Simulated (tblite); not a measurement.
Run record: tight-binding relaxation, `[H]/[C]=[CH]\[GeH2][C](=O)O` [radical].

Computed with GFN2-xTB geometry optimisation, gas phase (tblite 0.8.0). Start geometry: from a force field or distance geometry. The input is one job of a driver script: a line of settings, then coordinates in Å.

Command:
```bash
OMP_NUM_THREADS=1 python probes_run.py task.json out
```

Input:
```
{"job": {"kind": "relax", "xc": "GFN2-xTB", "basis": "xTB"}, "charge": 0, "multiplicity": 2}
C     -1.888100    -1.355900    -0.050600
C     -1.673500    -0.302200     0.726200
Ge    -0.301700     0.975500     0.295100
C      1.296300    -0.062800     0.120400
O      1.328300    -1.019100    -0.705600
O      2.399600     0.190500     0.905700
H     -1.332900    -1.530900    -0.977800
H     -2.246100    -0.147500     1.663700
H     -0.660100     1.524300    -1.099800
H     -0.180900     2.090800     1.344900
H      3.264500    -0.360000     0.831700
```

Output:
```
step      E/eV     max force
  0    -513.31582    5.267
  1    -513.59514    4.762
  2    -513.76113    0.879
  3    -513.78258    0.520
  4    -513.82578    0.936
  5    -513.84680    0.777
  6    -513.86451    0.327
  7    -513.87172    0.306
  8    -513.87824    0.282
  9    -513.88182    0.164
... (75 lines left out)
 85    -513.95168    0.039
 86    -513.95178    0.041
 87    -513.95184    0.046
 88    -513.95194    0.056
 89    -513.95206    0.055
 90    -513.95224    0.036
 91    -513.95234    0.026
 92    -513.95238    0.028
 93    -513.95237    0.056
 94    -513.95240    0.009
```

«max force» is the largest atomic force in eV/Å.

Q: From which step on does the largest force stay under 0.1 eV/Å, and how much energy is left to gain from there?

A: From step 84 (0.052 eV/Å), 0.9 meV above the end.

In short: energy lowered by 14.7 kcal/mol over 94 steps; largest atomic force 0.009 eV/Å at the end.

Time: 1.4 s wall. Hardware: Intel Xeon at 2.50 GHz, one thread, shared host.
Labels such as C1 count atoms from 1, the log's own numbers from 0.
